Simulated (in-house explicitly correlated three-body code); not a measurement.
Computed with an exponentially correlated three-body code. Model: two electrons around a point charge, non-relativistic, variational in 260 exponentially correlated functions (energies converged to about 1e-7 hartree, or 1e-8 relative for large Z), ground state as one setting changes.

```csv
nuclear charge,ground energy (hartree),binding of second electron (eV),mean radius (bohr),mean distance of electrons (bohr),mean cosine of angle
6.1,-33.5537693,406.78,0.26213,0.3883,-0.021714
6.2,-34.7212913,421.81,0.25763,0.38154,-0.021366
6.3,-35.9088126,437.12,0.25327,0.375,-0.02103
6.4,-37.1163332,452.7,0.24907,0.36868,-0.020704
6.5,?,?,?,?,?
6.6,-39.5913727,484.67,0.24106,0.35667,-0.020081
6.7,-40.8588916,501.07,0.23724,0.35095,-0.019784
6.8,-42.14641,517.73,0.23355,0.34541,-0.019495
6.9,-43.4539278,534.67,0.22997,0.34004,-0.019214
7.1,-46.128962,569.37,0.22312,0.32979,-0.018677
7.2,-47.4964784,587.13,0.21985,0.3249,-0.018419
7.3,-48.8839943,605.15,0.21667,0.32015,-0.018169
7.4,-50.2915099,623.45,0.21359,0.31553,-0.017925
7.5,-51.719025,642.03,0.21059,0.31104,-0.017687
7.6,-53.1665397,660.87,0.20767,0.30669,-0.017456
7.7,-54.6340541,679.99,0.20484,0.30245,-0.01723
7.8,-56.1215681,699.38,0.20207,0.29832,-0.017011
7.9,-57.6290817,719.04,0.19939,0.29431,-0.016797
8.1,?,?,?,?,?
8.2,-62.2716208,779.65,0.19174,0.2829,-0.016186
8.3,-63.8591331,800.4,0.18932,0.27929,-0.015992
8.4,-65.4666452,821.42,0.18696,0.27577,-0.015802
8.5,-67.0941571,842.71,0.18466,0.27234,-0.015617
8.6,-68.7416687,864.28,0.18241,0.26899,-0.015437
8.7,-70.4091799,886.12,0.18022,0.26572,-0.01526
8.8,-72.096691,908.23,0.17808,0.26253,-0.015088
8.9,-73.8042017,930.61,0.17599,0.25942,-0.014919
```

Task: What follows for nuclear charge = 6.5?

Result: ground energy -38.3438533 hartree; binding of second electron 468.55 eV; mean radius 0.245 bohr; mean distance of electrons 0.36257 bohr; mean cosine of angle -0.020388.

Task: What follows for nuclear charge = 8.1?

Result: ground energy -60.7041081 hartree; binding of second electron 759.17 eV; mean radius 0.19422 bohr; mean distance of electrons 0.2866 bohr; mean cosine of angle -0.016384.
